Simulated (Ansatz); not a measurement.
H6InNO3, SMILES `[NH3+][In-]([OH])([OH])[OH]`. The species carries charge 0 and has multiplicity 1. In takes the def2 core potential.

```xyz
11

N     0.2005   -0.2750    1.5810
In   -0.0859    0.1162   -0.6696
O     0.6802   -1.6246   -1.2925
O     1.0575    1.7570   -0.7475
O    -2.0750    0.3269   -0.6037
H     0.8203    0.4234    1.9761
H     0.6048   -1.1937    1.7241
H    -0.6934   -0.2301    2.0572
H     1.4522   -1.5042   -1.8492
H     0.5668    2.5298   -1.0346
H    -2.5281   -0.3258   -1.1413
```

(1) List the harmonic frequencies (cm⁻¹, unscaled) at PBE0-D4/def2-TZVP in Ansatz. (Best estimate.)

(2) Is this a minimum?

(3) Give the ideal-gas thermochemistry at 298.15 K and 1 bar (rigid rotor, harmonic oscillator; point group C3, symmetry number 3).

(4) And at 400, 500, 600, 800 and 1000 K?

Results:

(1) Ansatz gave: 53, 54, 113, 113, 131, 150, 225, 225, 241, 333, 558, 559, 565, 589, 589, 783, 798, 799, 1159, 1655, 1655, 3493, 3623, 3623, 3899, 3899, 3899.

(2) Yes, all 27 modes are real.

(3) Zero-point energy 202.1 kJ/mol; H(298) − E = 231.6 kJ/mol; entropy 411.3 J/(mol·K), of which translation 173.8, rotation 105.7, vibration 131.8; G(298) − E = 109.0 kJ/mol. Modes under 100 cm⁻¹ are hindered rotations or soft bends, so the harmonic entropy is rough.

(4) 
```tsv
T (K)	H − E (kJ/mol)	S (J/mol/K)	G − E (kJ/mol)
400	247.1	456.0	64.7
500	263.7	493.0	17.2
600	281.3	525.0	-33.7
800	318.5	578.4	-144.2
1000	357.8	622.3	-264.4
```
